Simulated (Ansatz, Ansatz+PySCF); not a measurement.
| atom | x (Å) | y (Å) | z (Å) |
| --- | --- | --- | --- |
| O | 0.0000 | 0.0000 | 0.0000 |
| O | 0.0000 | 0.0000 | 1.5600 |

Basis set: def2-SVP (spherical functions). Frozen core: 2 orbitals. Correlation on ROHF uses semicanonical orbitals with singles. Charge 0, multiplicity 3.

Computed with Ansatz (development build ahead of 0.2.0); each method stands on the lowest determinant of its kind that the runs found.

The atomization energy at this shape (free ground-state atoms in the same class of orbitals less the molecule, no zero-point energy) of triplet O2:

| method | atomization energy |
| --- | --- |
| ROHF-MP2 | 1.53 eV |
| UHF-MP2 | 0.73 eV |
| UHF | -1.09 eV |

Question: What does ROHF give?

Answer: -1.23 eV. Caution for ROHF-MP2, UHF-MP2: bonds are stretched, where a single reference can fail; forces differ strongly between restricted and unrestricted references. Caution for UHF-MP2, UHF: the unrestricted determinant is spin contaminated. Caution for ROHF, UHF: the molecule lies well above its atoms at this level.
